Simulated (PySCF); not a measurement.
Compound: C6H2ClFOS.
SMILES with atom numbers: `[F:1][c:2]1[c:3]([Cl:4])[s:5][c:6]2[cH:7][cH:8][o:9][c:10]12` (hydrogens: H11 on C7; H12 on C8)

The closed-shell SCF was solved with PySCF and density fitting under several settings on one GFN2-xTB geometry (grid level 2 and gas phase unless stated).

| settings | basis functions | SCF cycles | E (Eh) | HOMO (eV) | LUMO (eV) | dipole (D) |
| --- | --- | --- | --- | --- | --- | --- |
| KT2/6-31++G**, IEF-PCM methanol | 200 | 16 | -1276.3040 | -5.33 | -1.67 | 3.61 |
| X3LYP/6-31++G** | 200 | 14 | -1262.9841 | -6.24 | -1.11 | 2.87 |

Question: Estimate the row for these settings: PBE0/6-31G, grid level 4.

Answer: 
| settings | basis functions | SCF cycles | E (Eh) | HOMO (eV) | LUMO (eV) | dipole (D) |
| --- | --- | --- | --- | --- | --- | --- |
| PBE0/6-31G, grid level 4 | 102 | 14 | -1262.2997 | -6.49 | -0.91 | 3.21 |

Question: Over all rows, what range does the HOMO–LUMO gap span?

Answer: From 3.66 eV (KT2/6-31++G**, IEF-PCM methanol) to 5.58 eV (PBE0/6-31G, grid level 4). The functional of the narrowest has no exact exchange, that of the widest 25 % exact exchange.

Question: And the dipole moment?

Answer: From 2.87 D (X3LYP/6-31++G**) to 3.61 D (KT2/6-31++G**, IEF-PCM methanol); the largest is 1.26 times the smallest, and the median is 3.21 D.

Whole jobs, the steps after the SCF included, on Arm Neoverse N1, one thread, no GPU, shared host:

| settings | work after the SCF | wall time | peak memory |
| --- | --- | --- | --- |
| KT2/6-31++G**, IEF-PCM methanol | spin–spin couplings from 3 perturbed nuclei, spin–dipole term for 1 of them | 34 s | 0.81 GiB |
| X3LYP/6-31++G** | spin–spin couplings from 3 perturbed nuclei, spin–dipole term for 1 of them | 51 s | 0.90 GiB |
| PBE0/6-31G, grid level 4 | 1 singlet by TDA, 5 Tamm–Dancoff triplets, polarisability | 28 s | 0.59 GiB |

Cycle counts include a coarse-grid stage where the run had one. All basis functions are spherical, in the Pople sets too. KT2 was designed for NMR shieldings or shifts; total energies of different functionals aren't comparable. The species at its GFN2-xTB geometry.
